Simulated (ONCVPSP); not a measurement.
What the settings do to the ONCV potential of Co (Z = 27)

Base potential:

cobalt (Co), optimised norm-conserving Vanderbilt (ONCV), made with ONCVPSP 4.0.1 (PBE, non-relativistic). Core [Ne], reference 3s2 3p6 3d8 4s1. Waves: 3s+4s: rc 1.55 bohr, ncon 3, nbas 6, qcut 8.4 1/bohr, 2 projectors; 3p: rc 0.85 bohr, ncon 3, nbas 6, qcut 8.6 1/bohr, 1 projector; 3d: rc 0.85 bohr, ncon 3, nbas 8, qcut 15.8 1/bohr, local. Local part: the d channel. Core correction: Teter function, fcfact 4, rcfact 1.65.

All-electron outer shells of the reference configuration (PBE, non-relativistic, ld1.x):

| shell | level (eV) | outermost node (bohr) | outermost maximum (bohr) |
| --- | --- | --- | --- |
| 2p | -761.12 | – | 0.17 |
| 3s | -94.94 | 0.32 | 0.68 |
| 3p | -60.27 | 0.29 | 0.68 |
| 3d | -4.37 | – | 0.67 |
| 4s | -4.24 | 0.98 | 2.47 |

Cutoffs, loose and tight: the cutoffs (Ha) at which the residual kinetic energy of the hardest occupied pseudo-wave falls to 1 and 0.1 mHa per electron. They do not see the model core or the augmentation charge, which bear on the density cutoff. Test errors are all-electron minus pseudo excitation energies from the reference, over the configurations 3s2 3p6 3d7 4s2; 3s2 3p6 3d7 4s1; 3s2 3p6 3d7 4s0; 3s2 3p6 3d7 4s0 4p2. A dash means not determined; rows that change the core or the reference have their own tests.

| change | outcome | cutoff, loose | cutoff, tight | bound ghosts | GHOST(+) flags above zero | largest test error (meV) |
| --- | --- | --- | --- | --- | --- | --- |
| base | generated | 101 Ha | 116 Ha | none | s | -3.2 |
| fully relativistic | generated | 101 Ha | 116 Ha | none | s | -1.9 |
| s: nbas 8 | generated | 101 Ha | 116 Ha | none | s | -3.2 |

(1) What comes out with this change to the base: reference 3s2 3p6 3d7.5 4s1.5?

(2) What comes out with this change to the base: functional LDA (Perdew-Zunger)?

Results:

(1) outcome: generated; cutoff, loose: 102 Ha; cutoff, tight: 116 Ha; bound ghosts: none; GHOST(+) flags above zero: s; largest test error (meV): +17.

(2) outcome: generated; cutoff, loose: 102 Ha; cutoff, tight: 116 Ha; bound ghosts: none; GHOST(+) flags above zero: s; largest test error (meV): -3.6.
